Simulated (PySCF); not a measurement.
Mass spectrum arithmetic for `[N-]=[C]/C(=C/F)OC=O`

Species: `C(=C/F)(/OC=O)[C]=[N-]` [radical].

Calculated from isotope tables alone.

Q: Molar mass and exact mass?

A: For [C4H2FNO2]-, with standard atomic weights, 1 × 14.007 + 4 × 12.011 + 1 × 18.998 + 2 × 15.999 + 2 × 1.008 = 115.063 g/mol. From the most abundant isotopes (14N, 12C, 19F, 16O, 1H), 1 × 14.003074 + 4 × 12.000000 + 1 × 18.998403 + 2 × 15.994915 + 2 × 1.007825 = 115.0070 u for neutral atoms; the ion's mass is 115.0075 u once 1 electron mass (0.000549 u) is added.

Q: Give the isotope pattern of the ion itself, merging species of the same nominal mass.

A: 
| nominal mass | m/z (centroid) | relative intensity |
| --- | --- | --- |
| 115 | 115.0075 | 100.0 |
| 116 | 116.0104 | 4.8 |
| 117 | 117.0120 | 0.5 |

Cut off at 0.1 %.

Q: What resolving power m/Δm just matches the spacing of the species with one 15N and with one 13C?

A: They lie 0.00632 u apart at mass 116.00, so m/Δm is about 18000.

Q: Elemental analysis, calculated?

A: N 12.17 %, C 41.75 %, F 16.51 %, O 27.81 %, H 1.75 %.

Q: What share of all these ions is the monoisotopic species?

A: 0.99632 × 0.9893^4 × 1 × 0.99757^2 × 0.999885^2 = 94.95 %.

Q: List the species in which a single atom is changed from its most abundant isotope.

A: Intensity in % of the monoisotopic species:

| isotope | mass shift (u) | m/z | intensity (%) |
| --- | --- | --- | --- |
| 15N | +0.99703 | 116.0045 | 0.37 |
| 13C | +1.00335 | 116.0109 | 4.33 |
| 17O | +1.00422 | 116.0117 | 0.08 |
| 2H | +1.00628 | 116.0138 | 0.02 |
| 18O | +2.00425 | 117.0118 | 0.41 |

Species under 0.02 % are left out.
